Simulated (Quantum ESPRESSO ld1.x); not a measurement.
Values are calculated unless marked as measured or tabulated.
One sound ld1.x (Quantum ESPRESSO 7.5) input for the ytterbium ion Yb2+ gives E = -14066.60 hartree in 36 iterations:

```
 &input
    zed=70.0,
    iswitch=1,
    rel=2,
    dft='PZ',
    config='[Xe] 4f14',
    lsmall=.true.,
    prefix='ld1',
    max_out_wfc=37,
    file_charge='ld1.rho',
 /
```

Changed or added lines, one case at a time, and what came of them:

- tr2=1e-22: usable despite the warning. The threshold lies below the rounding noise, so the cycle runs to its limit and warns, but the energy differs from the sound run by less than 1e-5 hartree.
- atom='Yb': harmless. atom and zed name the same element, and the result equals that of the sound run.
- xmin=-1.0: refused. The program stops in ld1_readin with "wrong xmin": xmin is refused above -2.
- config='[Xe] 4f14 1s1': refused. The program stops in el_config with "occupation wrong": the bracketed core already holds 1s.
- lsd=1: refused. The program stops in ld1_readin with "local spin density and spin-orbit not allowed": spin polarisation goes with rel = 0 or 1 alone.
- dx=0.002: refused. The program stops in do_mesh with "ndmx is too small": the mesh holds 3500 points at most, so dx, xmin and rmax must fit that.
- beta=1.0: harmless. The Broyden-type mixing copes: 19 iterations against 36, same energy.
